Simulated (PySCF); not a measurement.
Isomers of C6H14OSi2, one GFN2-xTB conformer each. Single-point energies are computed at PBE0/pcSseg-1 (PySCF, gas phase, no added dispersion term), electronic only.

Problem. Rank them by PBE0/pcSseg-1 energy, lowest first (kJ/mol).
A. `[CH3:1][C:2]1=[CH:3][Si@:4]([CH3:5])([O:6][SiH3:7])[CH2:8][CH2:9]1` with C2–C3–Si4–C5 -113°, C3–Si4–C8–C9 -14°, Si4–C8–C9–C2 17°, C1–C2–C9–C8 169°
B. `[CH3:1][O:2][CH2:3][C@H:4]1[CH2:5][SiH2:6][CH:7]=[C:8]1[SiH3:9]` with C1–O2–C3–C4 171°, O2–C3–C4–C5 180°, C3–C4–C5–Si6 102°, C4–C5–Si6–C7 14°, C5–Si6–C7–C8 -8°, C3–C4–C8–C7 -109°
C. `[CH2:1]=[C:2]([CH3:3])[C@@H:4]1[CH2:5][SiH2:6][C@H:7]1[O:8][SiH3:9]` with C1–C2–C4–C5 58°, Si6–C7–O8–Si9 179°, C2–C4–C5–Si6 -133°, C4–C5–Si6–C7 8°, C5–Si6–C7–O8 -125°, C2–C4–C7–Si6 133°
D. `[CH3:1][O:2][C@@H:3]1[SiH2:4][CH:5]=[C:6]1[CH2:7][CH2:8][SiH3:9]` with C1–O2–C3–Si4 -77°, C5–C6–C7–C8 0°, C6–C7–C8–Si9 -67°
E. `[CH3:1][C:2]#[C:3][SiH2:4][C@@H:5]([SiH3:6])[CH2:7][CH2:8][OH:9]` with C3–Si4–C5–Si6 160°, Si4–C5–C7–C8 64°, C5–C7–C8–O9 -86°, C7–C8–O9–H 74°

Solution. A (0.0), B (338.6), C (339.4), E (396.5), D (425.3).

As drawn, the lowest has an Si–O bond, which the highest lacks; the highest has a four-membered ring, which the lowest lacks. Neighbours under 10 kJ/mol apart (COC[C@H]1C[SiH2]C=C1[SiH3] and C=C(C)[C@@H]1C[SiH2][C@H]1O[SiH3]) can change places with a better method, another conformer or zero-point energy. GFN2-xTB itself gives, in the same order: 0.0, 301.1, 180.2, 407.2, 385.7. Both levels put the same isomer lowest; measured from each level's own lowest isomer, the values differ by up to 159.2 kJ/mol (C=C(C)[C@@H]1C[SiH2][C@H]1O[SiH3]: 180.2 against 339.4).

Problem. Which frontier levels, dipoles and rotational constants go with these structures?

Solution. 
```tsv
SMILES	HOMO (eV, PBE0/pcSseg-1)	LUMO (eV)	dipole (D)	A, B, C (MHz)
CC1=C[Si@](C)(O[SiH3])CC1	-7.08	0.19	0.67	1987, 631.5, 586.6
COC[C@H]1C[SiH2]C=C1[SiH3]	-7.32	-0.51	2.30	1730, 830.0, 637.6
C=C(C)[C@@H]1C[SiH2][C@H]1O[SiH3]	-6.91	-0.13	0.97	1177, 1030, 630.2
CC#C[SiH2][C@@H]([SiH3])CCO	-7.38	-0.04	2.30	1662, 628.5, 506.5
CO[C@@H]1[SiH2]C=C1CC[SiH3]	-6.82	-0.08	1.49	1897, 622.2, 541.6
```
